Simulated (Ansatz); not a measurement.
CH5FOSSi2, SMILES `F[SiH]([SiH3])OC=S` at its PBE0-D4/def2-TZVP geometry, where that method's forces vanish. Charge 0, multiplicity 1.

```tsv
atom	x (Å)	y (Å)	z (Å)
F1	0.346	-1.560	1.655
Si2	0.033	-0.069	1.178
Si3	1.634	0.564	-0.417
O4	-1.515	-0.049	0.553
C5	-1.889	-0.475	-0.653
S6	-3.401	-0.463	-1.189
H7	-0.057	0.790	2.376
H8	1.653	-0.405	-1.543
H9	2.967	0.595	0.237
H10	1.292	1.916	-0.928
H11	-1.063	-0.844	-1.271
```

(1) For each bond, give half the difference of the two atoms' forces along it (eV/Å; positive pushes the atoms apart) under PBE-D4, r2SCAN-D4, B3LYP-D4, ωB97M-V in def2-TZVPP. (Estimate.)

Answers

(1) Ansatz gave: 
```json
{"bond": "F1–Si2", "length (Å)": "1.596", "PBE-D4": "0.51", "r2SCAN-D4": "0.04", "B3LYP-D4": "0.21", "ωB97M-V": "0.18"}
{"bond": "Si2–Si3", "length (Å)": "2.347", "PBE-D4": "-0.25", "r2SCAN-D4": "-0.04", "B3LYP-D4": "0.06", "ωB97M-V": "0.01"}
{"bond": "Si2–O4", "length (Å)": "1.670", "PBE-D4": "0.20", "r2SCAN-D4": "0.01", "B3LYP-D4": "-0.01", "ωB97M-V": "-0.04"}
{"bond": "Si2–H7", "length (Å)": "1.477", "PBE-D4": "0.01", "r2SCAN-D4": "-0.04", "B3LYP-D4": "-0.17", "ωB97M-V": "-0.19"}
{"bond": "Si3–H8", "length (Å)": "1.486", "PBE-D4": "0.09", "r2SCAN-D4": "-0.01", "B3LYP-D4": "-0.07", "ωB97M-V": "-0.10"}
{"bond": "Si3–H9", "length (Å)": "1.485", "PBE-D4": "0.09", "r2SCAN-D4": "-0.01", "B3LYP-D4": "-0.07", "ωB97M-V": "-0.10"}
{"bond": "Si3–H10", "length (Å)": "1.486", "PBE-D4": "0.09", "r2SCAN-D4": "-0.01", "B3LYP-D4": "-0.07", "ωB97M-V": "-0.09"}
{"bond": "O4–C5", "length (Å)": "1.333", "PBE-D4": "0.36", "r2SCAN-D4": "0.27", "B3LYP-D4": "0.23", "ωB97M-V": "0.30"}
{"bond": "C5–S6", "length (Å)": "1.604", "PBE-D4": "0.33", "r2SCAN-D4": "0.13", "B3LYP-D4": "0.15", "ωB97M-V": "-0.13"}
{"bond": "C5–H11", "length (Å)": "1.096", "PBE-D4": "-0.04", "r2SCAN-D4": "-0.11", "B3LYP-D4": "-0.20", "ωB97M-V": "-0.13"}
```

B3LYP here is the variant with VWN-RPA as its local correlation; programs differ in this.
